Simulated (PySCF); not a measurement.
**Electronic structure of Os⁺ (osmium, charge +1) at the UHF level**

Configuration: [Xe] 4f14 5d6 6s1, high-spin 6D determinant. Computed with PySCF 2.14 in cc-pVTZ-PP with ECP60MDF, with scalar relativity through the core potential.

```json
{
 "Total energy": "-89.830904 hartree",
 "One-electron energy": "-150.7204 hartree",
 "Hartree (Coulomb) energy": "69.5128 hartree",
 "Exchange energy": "-8.6234 hartree",
 "⟨S²⟩": "8.7544",
 "⟨L²⟩": "6.026",
 "Sum of ⟨r⟩": "22.60 bohr",
 "Sum of ⟨r²⟩": "42.33 bohr²",
 "Traceless quadrupole moment −½Σ⟨3z² − r²⟩ along its main axis": "0.963 e·bohr²",
 "Time after the integrals": "0.55 s of wall time on 1 thread of Neoverse-N1 (shared host)"
}
```

```json
{"shell": "5s α", "electrons": "1", "mean orbital energy (eV)": "-117.88", "spread (eV)": "0", "rms radius, mean of both spins (bohr)": "1.09"}
{"shell": "5s β", "electrons": "1", "mean orbital energy (eV)": "-112.41", "spread (eV)": "0", "rms radius, mean of both spins (bohr)": "1.09"}
{"shell": "5p α", "electrons": "3", "mean orbital energy (eV)": "-73.656", "spread (eV)": "1.409", "rms radius, mean of both spins (bohr)": "1.26"}
{"shell": "5p β", "electrons": "3", "mean orbital energy (eV)": "-66.032", "spread (eV)": "1.020", "rms radius, mean of both spins (bohr)": "1.26"}
{"shell": "5d α", "electrons": "5", "mean orbital energy (eV)": "-20.997", "spread (eV)": "1.702", "rms radius, mean of both spins (bohr)": "1.88"}
{"shell": "5d β", "electrons": "1", "mean orbital energy (eV)": "-16.878", "spread (eV)": "0", "rms radius, mean of both spins (bohr)": "1.88"}
{"shell": "6s α", "electrons": "1", "mean orbital energy (eV)": "-16.324", "spread (eV)": "0", "rms radius, mean of both spins (bohr)": "3.03"}
```

Energies and moments cover only the electrons outside the core potential. Spin-orbit coupling, absent here, splits the open shell strongly.
